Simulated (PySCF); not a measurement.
Dipole response of Sc+ (scandium, charge +1)

[Ar] 3d1 4s1, high-spin 3D determinant. All numbers are calculated (PySCF 2.14, the spin-free X2C one-electron Hamiltonian (Gaussian nucleus), in x2c-TZVPPall with one added diffuse shell each of s, p, d, f type (7s6p5d3f1g, 80 functions)). Coupled (time-dependent) response in atomic units; α is the mean over directions.

```tsv
method	mean α (bohr³)	α xx, yy, zz	C₆ (like pair)	S(−4)
UHF	76.37	75.23, 75.23, 78.65	565.2	5331
PBE	59.59	58.78, 58.78, 61.20	406.0	3085
PBE0	63.66	62.45, 62.45, 66.06	442.2	3585
```

S(−4) is the Cauchy moment in α(ω) = α(0) + S(−4) ω² + …

α(iu) at UHF:

| u (hartree) | α(iu) (bohr³) |
| --- | --- |
| 0 | 76.37 |
| 0.0500 | 65.15 |
| 0.100 | 45.85 |
| 0.200 | 22.48 |
| 0.300 | 13.29 |
| 0.500 | 6.906 |
| 0.750 | 4.289 |
| 1.00 | 3.098 |
| 1.50 | 1.911 |
| 2.00 | 1.300 |
| 3.00 | 0.7027 |
| 5.00 | 0.2937 |

A single London oscillator, α(iu) = α/(1 + u²/ω²), gives C₆ = (3/4) ω α². Matching the computed C₆ needs ω = 4 × 565.2 / (3 × 76.37²) = 0.129 hartree.

For an ion, C₆ is the dispersion term alone; charge-induced terms of lower order in 1/R come first.

The components differ because the open shell of this determinant is not spherical; for a pure term their mean is the scalar polarisability.
